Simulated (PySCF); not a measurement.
How many f electrons in NdS?

Unrestricted PBE0; Nd x2c-SVPall, S x2c-SVPall; spin-free X2C with a Gaussian nucleus (PySCF 2.14). The search starts from ions with several 4f fillings and holds each by maximum overlap.

The lowest solution of each spin and filling, followed along the bond (rough minima from three points):

| 2Ms+1 | 4f population | ⟨S²⟩ at the start | R at minimum (Å) | Te (eV) |
| --- | --- | --- | --- | --- |
| 5 | 3.86 | 6.03 | 2.40 | 0.00 |
| 5 | 3.21 | 6.04 | 2.31 | 0.05 |
| 3 | 3.22 | 3.02 | 2.31 | 0.20 |
| 3 | 3.67 | 2.99 | 2.40 | 1.22 |

Solutions at the starting distance of 2.337 Å, counted from the lowest; the search is not exhaustive:

```
2Ms+1  4f population  E (eV)   ⟨S²⟩  ⟨Lz²⟩  μ (D)
    5           3.86    0.00   6.03    9.0  -7.60
    5           3.21    0.03   6.04   12.1  -5.68
    5           3.21    0.05   6.04   12.7  -5.66
    5           3.97    0.10   6.01   12.5  -8.53
    5           3.29    0.13   6.03    9.0  -5.93
    3           3.22    0.18   3.02   12.0  -5.51
    3           3.18    0.34   3.01    9.0  -5.62
    5           3.19    0.69   6.03    0.0  -5.76
    3           3.18    1.15   2.97   14.7  -7.93
    3           3.67    1.22   2.99   13.1  -7.17
    7           4.03    1.90  12.01   12.5  -3.07
    7           4.05    1.91  12.01    9.0  -3.00
    7           4.01    2.15  12.00   13.5  -3.41
    7           4.01    2.15  12.00   13.5  -3.41
```

Partly filled real f orbitals mix terms, so no term symbols are given. A population far from a whole number shows f orbitals mixing with d and ligand orbitals, not a clean configuration. A positive dipole means Nd(−)S(+).

Spin–orbit coupling is left out. Counting both spins, an empty level lies below a filled one in some of these solutions, because spin and occupation are held. The state is the lowest single determinant that the PBE0 search found; with open d or f shells the true ground state can be another one.
